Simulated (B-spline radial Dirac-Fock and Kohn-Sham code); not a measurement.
## The K (1s) hole of aluminum ions: width and yield against charge

Model: independent-particle radiative and Coulomb Auger rates from relativistic LDA hole-state orbitals, with Dirac-Fock energies. Program: a B-spline atomic structure program. Tabulated ground configurations, configuration averages; single configurations, so decays that open only by mixing (as 1s 2s² with 1s 2p² in Be-like ions) are missing and such tiny yields are far too low.

```
 ion  configuration  radiative (eV)  non-radiative (eV)     yield
  Al   [Ne] 3s2 3p1          0.0155               0.382    0.0390
 Al⁺       [Ne] 3s2          0.0154               0.380    0.0389
Al³⁺   [He] 2s2 2p6          0.0156               0.374    0.0401
Al⁴⁺   [He] 2s2 2p5          0.0141               0.316    0.0427
Al⁵⁺   [He] 2s2 2p4          0.0123               0.253    0.0462
Al⁶⁺   [He] 2s2 2p3         0.00995               0.188    0.0502
Al⁷⁺   [He] 2s2 2p2         0.00716               0.129    0.0526
Al⁸⁺   [He] 2s2 2p1         0.00386              0.0819    0.0449
Al⁹⁺       [He] 2s2        1.50e-10              0.0571  2.63e-09
```

Values without a named source are computed, but for edge energies of neutral atoms, which are taken from tables.
